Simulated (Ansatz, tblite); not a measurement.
Forces on (HBe-mu-F)2 (Be2H2F2) at its PBE-D4/def2-TZVP geometry. The state is a singlet with charge 0.

The xTB rows come from tblite.

GFN1-xTB (tblite), largest force 0.88 eV/Å:

```xyz
6
positions Å, forces eV/Å
Be    0.390    0.625    0.829    0.071    0.115    0.149
H     0.860    1.380    1.830   -0.309   -0.497   -0.658
F     1.050   -0.293   -0.273   -0.401    0.111    0.105
Be   -0.390   -0.626   -0.829   -0.071   -0.112   -0.151
H    -0.860   -1.380   -1.830    0.309    0.496    0.658
F    -1.050    0.293    0.272    0.401   -0.113   -0.104
```

GFN2-xTB (tblite), largest force 0.78 eV/Å:

```
Be 0.040 0.065 0.083
H -0.276 -0.443 -0.586
F -0.488 0.135 0.127
Be -0.039 -0.062 -0.085
H 0.276 0.442 0.587
F 0.488 -0.137 -0.126
```

r2SCAN0-D4/def2-TZVP (Ansatz), largest force 0.67 eV/Å:

```
Be -0.089 -0.140 -0.191
H -0.055 -0.089 -0.116
F -0.624 0.172 0.163
Be 0.089 0.145 0.187
H 0.055 0.087 0.117
F 0.624 -0.176 -0.161
```
